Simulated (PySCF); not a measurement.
# Working out the ionisation energy of Sb⁺

Sb⁺ [Kr] 4d10 5s2 5p2 (3P) → Sb²⁺ [Kr] 4d10 5s2 5p1 (2P). Calculation: PySCF 2.14, in x2c-TZVPall; scalar relativity by spin-free X2C-1e. Frozen: [Kr] 4d10. Energies in hartree (1 hartree = 27.21139 eV):

| part | Sb⁺ (lower) | Sb²⁺ (upper) |
| --- | --- | --- |
| UHF | -6477.637139 | -6477.048765 |
| MP2 opposite-spin | -0.036953 | -0.031143 |
| MP2 same-spin | -0.007381 | -0.002197 |

Task: What does Hartree-Fock give?

Result: (-6477.048765) − (-6477.637139) = 0.588374 hartree = 16.010 eV.

Task: What do MP2 and SCS-MP2 (6/5 opposite-spin, 1/3 same-spin) give?

Result: The opposite-spin parts differ by 0.158 eV and the same-spin parts by 0.141 eV. MP2: 16.010 + (0.158) + (0.141) = 16.309 eV. SCS-MP2: 16.010 + 1.2 × (0.158) + (0.141)/3 = 16.247 eV.

Reference: 16.626 ± 0.025 eV (measured; NIST Atomic Spectra Database, ionization energies), between the lowest levels; spin-orbit coupling is absent from the calculation.

What remains against the reference includes basis incompleteness, the frozen core and correlation beyond second order.
